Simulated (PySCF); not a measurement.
Stationary points of CeS₂

These are results of PBE0/[Ce def2-SVP with ECP28, S def2-SVP], scalar-relativistic core potentials, density fitting, no spin–orbit coupling, PySCF, not measurements.

Relaxations began from a few typed shapes. The search is not exhaustive: other isomers or separated fragments can lie lower, and high-lying points may rest on an excited occupation.

| spin | group | bonds | angles | imaginary modes (cm⁻¹) | ΔE (kJ/mol) | ΔE with ZPE (kJ/mol) |
| --- | --- | --- | --- | --- | --- | --- |
| singlet | C2v | Ce–S 2.318 Å (×2) | S–Ce–S 128.6° | none | 0.0 | 0.0 |
| singlet | D∞h | Ce–S 2.331 Å (×2) | S–Ce–S 180.0° | 63i, 63i | 10.4 | – |

The lowest minimum found is the singlet C2v: Ce–S 2.318 Å (×2); S–Ce–S 128.6°.

Formally Ce is in oxidation state +4, with 0 electrons left for the f, d and s shells; the Mulliken f population is 1.02.

For the lowest minimum: stability towards spin polarisation was not tested.
